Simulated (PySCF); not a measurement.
Isomers of C5H12AlNO, one conformer each; single-point electronic energies without zero-point terms and without any empirical dispersion term.

Level: PBE0/pcSseg-1 in PySCF, non-relativistic, each on one gas-phase PBE0-D3(BJ)/def2-SVP geometry that isn't relaxed in the solvent. The solvent is an IEF-PCM continuum (Bondi radii, 1.10 Å for H, scaled by 1.2). Only the electrostatic response of the medium enters.

```tsv
isomer	relative energy, gas (kcal/mol)	dipole (D)
`[H]/N=C\[C@@H]1CCC[O+]1[AlH3-]`	0.0	6.46
`[C@@H]1(N=C)CCC[O+]1[AlH3-]`	7.7	7.27
```

How do the relative energies look in benzene (ε = 2.271)?

```csv
isomer,"relative energy, solvent (kcal/mol)",E(solvent) − E(gas) (kcal/mol),dipole in solvent (D)
`[H]/N=C\[C@@H]1CCC[O+]1[AlH3-]`,0.0,-5.8,7.18
`[C@@H]1(N=C)CCC[O+]1[AlH3-]`,7.7,-5.8,8.08
```

The order is unchanged. Conformers: `[H]/[N:1]=[CH:2]\[C@@H:3]1[CH2:4][CH2:5][CH2:6][O+:7]1[AlH3-:8]` with N1–C2–C3–C4 118°, C2–C3–C4–C5 -85°, C3–C4–C5–C6 -39°, C4–C5–C6–O7 30°, C5–C6–O7–Al8 177°; `[CH2:1]=[N:2][C@@H:3]1[CH2:4][CH2:5][CH2:6][O+:7]1[AlH3-:8]` with C1–N2–C3–C4 -103°, N2–C3–C4–C5 -141°, C3–C4–C5–C6 2°, C4–C5–C6–O7 22°, C5–C6–O7–Al8 100°. The gains span 0.0 kcal/mol, the gas-phase energies 7.7 kcal/mol.
